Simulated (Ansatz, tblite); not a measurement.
Removing and adding an electron: BCl2F. The state is a singlet with charge 0. Geometry: r2SCAN-D4/def2-TZVP. Ansatz, gas phase; energy differences of separate SCF runs; the oxidised species was run as a doublet alone; the reduced species was run as a doublet alone.

Cartesian coordinates in Å:
```
B 0.012 0.068 -0.066
Cl 1.281 -0.230 1.091
Cl -1.475 -0.841 -0.053
F 0.181 1.004 -0.972
```

The xTB rows come from tblite. Correlated methods freeze 12 core orbitals. In CCSD on the charge 1 doublet the largest single amplitude is 0.39, so its Hartree–Fock determinant may place the open shell otherwise than the density functionals do. HOMO above LUMO, or a gap near zero within one spin, warns that the state may not be the lowest or that an electron is smeared out.

```csv
level,−HOMO (eV),vertical IE (eV),−LUMO (eV),vertical EA (eV),HOMO–LUMO gap (eV),IE − EA (eV),remarks
GFN1-xTB,13.07,16.02,7.20,3.53,5.87,12.49,–
GFN2-xTB,12.50,15.88,7.73,3.73,4.77,12.15,–
PBE-D4/def2-TZVP,7.96,11.43,2.03,–,5.93,–,–
PBE0-D4/def2-TZVP,9.44,11.88,1.04,–,8.40,–,–
PBE0-D4/def2-TZVPD,9.48,–,1.15,-0.65,8.33,–,HOMO above zero (-1 doublet)
```

Q: Estimate the rows for PBE-D4/def2-TZVPD, r2SCAN-D4/def2-TZVP, r2SCAN-D4/def2-TZVPD, CCSD/def2-TZVPP, CCSD(T)/def2-TZVPP.

A: 
```
               level  −HOMO (eV)  vertical IE (eV)  −LUMO (eV)  vertical EA (eV)  HOMO–LUMO gap (eV)  IE − EA (eV)                                                                   remarks
   PBE-D4/def2-TZVPD        8.02                 –        2.15             -0.51                5.87             –  HOMO above zero (-1 doublet), gap within one spin near zero (-1 doublet)
 r2SCAN-D4/def2-TZVP        8.34             11.68        1.69                 –                6.65             –                                                                         –
r2SCAN-D4/def2-TZVPD        8.37                 –        1.77             -0.67                6.60             –                                              HOMO above zero (-1 doublet)
     CCSD/def2-TZVPP           –             12.25           –                 –                   –             –                                             large T1 (0.060) (+1 doublet)
  CCSD(T)/def2-TZVPP           –             12.17           –                 –                   –             –                                             large T1 (0.060) (+1 doublet)
```

Run but left out: HF/def2-TZVPP, MP2/def2-TZVPP (charge +1 doublet: a determinant that CCSD turns far, T1 0.060).   A HOMO above zero means that the electron is unbound at that level or that self-interaction error raises the level; the energy of removing that electron tells which. Raw xTB energy differences between charge states are shifted by several eV; the methods need an empirical correction for them. A negative affinity means that the extra electron isn't bound; its size then hangs on the basis.
